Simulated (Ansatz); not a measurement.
Reaction (substitution at a C–C bond): `N=C(O)CS` + `O[SiH2]S` → `SCO[SiH2]S` + `N=CO`

Program: Ansatz. Geometries: PBE0-D4/def2-TZVP. ΔE: electronic, gas phase. CCSD(T)/CBS adds triple-zeta CCSD(T) − MP2 to the extrapolated MP2 energy (def2 sets, frozen cores). This one scheme is used for every species. DFT in def2-TZVPP. One conformer a species, not always the lowest.

```
     species  r2SCAN-D4 energy (Eh)
  `N=C(O)CS`             -607.34880
  `O[SiH2]S`             -765.35675
`SCO[SiH2]S`            -1202.82153
      `N=CO`             -169.85973
```

(1) Work out ΔE.

Largest T1 diagnostic among the species: 0.014.

## Answers

(1) ΔE = (-1202.82153) + (-169.85973) − (-607.34880) − (-765.35675) = 0.02429 Eh = +15.2 kcal/mol. CCSD(T)/CBS gives +16.0 kcal/mol.

From PBE to PBE0 (25 % exact exchange), in def2-TZVPP and without D4, ΔE moves by +1.2 kcal/mol. In def2-TZVPP, CCSD(T) changes the Hartree–Fock value by +0.8 kcal/mol (the triples alone add −0.1 kcal/mol) and MP2 by +2.1 kcal/mol.
